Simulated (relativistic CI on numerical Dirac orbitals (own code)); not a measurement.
# How well does a small relativistic CI reproduce Br2+?

Calculated at this level of theory: Dirac-Coulomb-Breit CI, orbitals from a KLI potential per configuration, a model potential for QED, valence Slater integrals scaled by 0.85, P86 correlation estimate, and configurations built on the next ion tied to the tabulated ionisation energy (semi-empirical) (own radial code, finite nucleus).

CI space (outside the closed core [Ar] 3d10): 4s²4p³, 4s²4p²4d, 4s²4p²5s, 4s²4p²5p, 4s²4p²5d, 4s²4p²6s, 4s²4p²4f, 4s²4p²5f, 4s4p⁴, 4p⁵, 4s²4p4d², 4s4p³4d, 4s4p³4f, 4s²4p4f², 4s²4p²6p, 4s²4p²6d, 4s²4p²5g, 4s²4p²6f, 4p³4d², 4s4p³5s, 4s²4p4d4f, 4s4p³5p, 4p⁴4d, 4s²4p4d5s. Levels of other configurations are missing.

| Configuration | Term (tabulated) | J | Measured (cm⁻¹) | Computed | Error | Purity (%) |
| --- | --- | --- | --- | --- | --- | --- |
| 4s²4p³ | 4S° | 3/2 | 0.0 | 0 | 0 | 96 |
| 4s²4p³ | 2P° | 1/2 | 26915.0 | 26332 | -583 | 97 |
| 4s²4p³ | 2P° | 3/2 | 28579.0 | 27818 | -761 | 87 |
| 4s²4p²5s | 4P | 1/2 | 145416.9 | 146674 | 1257 | 93 |
| 4s²4p²5s | 4P | 3/2 | 147670.4 | 148869 | 1199 | 96 |
| 4s²4p²5s | 4P | 5/2 | 150259.8 | 151525 | 1265 | 94 |
| 4s²4p²5p | 4D° | 5/2 | 175910.4 | 176692 | 781 | 89 |
| 4s²4p²5p | 4P° | 1/2 | 176670.6 | 178441 | 1770 | 90 |
| 4s²4p²5p | 4D° | 7/2 | 178322.5 | 179165 | 843 | 95 |
| 4s²4p²5p | 4S° | 3/2 | 182017.8 | 181083 | -935 | 57 |
| 4s²4p²6s | 4P | 3/2 | 213015.3 | 214007 | 991 | 92 |
| 4s²4p²6s | 4P | 5/2 | 215924.1 | 216914 | 990 | 86 |

Measured levels from Moore, Atomic Energy Levels, vol. II, NSRDS-NBS 35 (1971 reprint of NBS Circular 467, 1952); pairs were made by configuration, J and term (by order where the table uses no LS term), so strongly mixed levels may be paired wrongly. The analysis dates from before 1960.

Mean error by configuration (cm⁻¹): 4s²4p³ -672; 4s²4p²5s 1240; 4s²4p²5p 615; 4s²4p²6s 991. Over the excited levels the mean absolute error is 1034 cm⁻¹ (11 of the 20 excited levels that our extract of the source holds in range could be paired, and the others can miss by more), and the median relative error of those above 1,000 cm⁻¹ is 0.81 %. Some levels of the ground configuration have no partner.
